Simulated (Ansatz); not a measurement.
Sn₅⁻. Charge -1, multiplicity 2. Geometry PBE-D4/def2-SVPD.

Cartesian coordinates in Å:
```
Sn 2.623 0.064 1.098
Sn -2.727 -0.780 0.168
Sn -1.187 1.336 -0.999
Sn -0.104 -0.683 1.225
Sn 1.395 0.062 -1.491
```

In the def2 sets Sn takes a core potential; there is no spin–orbit coupling. Another isomer (doublet) lies 0.85 eV lower at PBE0-D4/def2-TZVPD; other spin states weren't run for this one.

Question: Estimate the α-spin orbital energies around the gap (eV) in Ansatz with PBE-D4/def2-TZVPD, r2SCAN-D4/def2-TZVPD, PBE0-D4/def2-TZVPD, BHLYP-D4/def2-TZVPD.

Answer: 
```csv
orbital,PBE-D4/def2-TZVPD,r2SCAN-D4/def2-TZVPD,PBE0-D4/def2-TZVPD,BHLYP-D4/def2-TZVPD
HOMO−5,-1.74,-1.97,-2.50,-3.01
HOMO−4,-1.65,-1.88,-2.42,-2.99
HOMO−3,-1.49,-1.70,-2.24,-2.79
HOMO−2,-1.36,-1.55,-2.05,-2.53
HOMO−1,-0.80,-0.95,-1.44,-1.89
HOMO,-0.27,-0.52,-0.90,-1.32
LUMO,0.62,0.61,1.09,1.70
LUMO+1,0.74,0.69,1.21,1.84
LUMO+2,1.25,1.37,1.75,2.36
LUMO+3,1.30,1.41,1.84,2.51
LUMO+4,1.86,2.14,2.34,2.79
LUMO+5,2.30,2.65,2.76,3.17
β HOMO,-0.72,-0.89,-1.37,-1.85
β LUMO,0.14,0.26,0.67,1.30
```
